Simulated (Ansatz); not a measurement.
Reaction (formal loss of a carbene): `C[SiH2][AlH][O][SiH3]` → `[SiH3][O][AlH][SiH3]` + `[CH2]` (triplet)

Calculated with Ansatz (gas phase, PBE0-D4/def2-TZVP geometries, no zero-point term in ΔE). CBS: MP2 limit from def2 TZ/QZ plus the TZ coupled-cluster correction, frozen cores. This one scheme is used for every species. Functionals use def2-TZVPP. B3LYP here is the variant with VWN-RPA as its local correlation; programs differ in this. Triplets are unrestricted, without spin–orbit coupling. One conformer a species, not always the lowest.

Q: Is it downhill or uphill in electronic energy at CCSD(T)/CBS, and by how much? (Best estimate.)

A: The calculation gave: Uphill: ΔE = +112.6 kcal/mol.

Q: What do these levels give: PBE-D4, r2SCAN-D4, ωB97X-V, ωB97M-V, PBE, r2SCAN, B3LYP, MP2/def2-TZVPP, SCS-MP2/def2-TZVPP, HF/def2-QZVPP, HF/CBS(def2), CCSD/CBS(def2)? (Estimate.)

A: The calculation gave: PBE-D4 114.3, r2SCAN-D4 107.6, ωB97X-V 114.8, ωB97M-V 113.4, PBE 112.5, r2SCAN 107.1, B3LYP 108.0, MP2/def2-TZVPP 113.2, SCS-MP2/def2-TZVPP 112.7, HF/def2-QZVPP 76.0, HF/CBS(def2) 76.0, CCSD/CBS(def2) 109.8 kcal/mol.

Largest T1 diagnostic among the species: 0.013.

From PBE to PBE0 (25 % exact exchange), in def2-TZVPP and without D4, ΔE moves by −1.9 kcal/mol. The D4 term adds +2.8 kcal/mol with B3LYP and +1.6 kcal/mol with PBE0; it sums over pairs of atoms, weighted by their polarisabilities, and B3LYP, whose exchange is more repulsive, gets the larger term.
